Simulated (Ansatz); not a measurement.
Basis sets compared for SnH2Me(NEt2) (C5H15NSn). The state is a singlet with charge 0. Geometry r2SCAN-D4/def2-SVP. Ansatz on 4 threads of Intel Xeon on a shared host; times are rough, and most runs start from earlier orbitals.

```tsv
atom	x (Å)	y (Å)	z (Å)
Sn1	0.657	0.651	1.744
H2	1.130	-0.621	2.798
H3	1.846	1.887	1.629
C4	-1.231	1.515	2.360
H5	-1.613	2.175	1.567
H6	-1.093	2.105	3.279
H7	-1.968	0.723	2.550
N8	0.596	-0.203	-0.121
C9	0.071	-1.549	-0.274
C10	-1.452	-1.674	-0.170
C11	0.484	0.652	-1.293
C12	1.574	0.388	-2.331
H13	0.540	-2.206	0.483
H14	0.400	-1.953	-1.252
H15	-1.803	-1.370	0.831
H16	-1.961	-1.034	-0.908
H17	-1.783	-2.712	-0.340
H18	-0.514	0.556	-1.777
H19	0.549	1.711	-0.980
H20	2.570	0.562	-1.894
H21	1.545	-0.652	-2.691
H22	1.455	1.046	-3.208
```

In the def2 sets Sn takes a core potential, while STO-3G treats all electrons; there is no spin–orbit coupling.

STO-3G and 6-31G are all-electron sets without relativity, so their totals don't compare with the def2 sets.

Binding counts from free atoms (Sn triplet, H doublet, C triplet, N quartet) in the same basis, without a counterpoise term.

| level | functions | energy (Eh) | HOMO (eV) | LUMO (eV) | binding per atom (eV) | wall time |
| --- | --- | --- | --- | --- | --- | --- |
| HF/STO-3G | 72 | -6212.8437 | -6.39 | 10.53 | 3.62 | 4 s |
| HF/def2-TZVP | 326 | -465.9305 | -8.91 | 2.71 | 2.76 | 22 s |
| LDA (SPW92)/def2-TZVP (with forces) | 326 | -465.9795 | -4.63 | -0.71 | 4.26 | 19 s |
| PBE-D4/def2-SVP | 185 | -468.0432 | -4.35 | -0.13 | 3.83 | 9.6 s |
| PBE-D4/def2-TZVP | 326 | -468.3343 | -4.50 | -0.47 | 3.81 | 16 s |
| PBE0-D4/def2-SVP | 185 | -468.1040 | -5.65 | 0.74 | 3.79 | 15 s |
| PBE0-D4/def2-TZVP | 326 | -468.3865 | -5.76 | 0.38 | 3.76 | 24 s |

Estimate the rows for LDA (SPW92)/def2-TZVPD, PBE-D4/def2-TZVPD, PBE0-D4/def2-TZVPD.


```json
{"level": "LDA (SPW92)/def2-TZVPD", "functions": "413", "energy (Eh)": "-465.9812", "HOMO (eV)": "-4.65", "LUMO (eV)": "-0.80", "binding per atom (eV)": "4.26", "wall time": "13 s"}
{"level": "PBE-D4/def2-TZVPD", "functions": "413", "energy (Eh)": "-468.3357", "HOMO (eV)": "-4.52", "LUMO (eV)": "-0.62", "binding per atom (eV)": "3.81", "wall time": "26 s"}
{"level": "PBE0-D4/def2-TZVPD", "functions": "413", "energy (Eh)": "-468.3876", "HOMO (eV)": "-5.77", "LUMO (eV)": "0.03", "binding per atom (eV)": "3.76", "wall time": "42 s"}
```
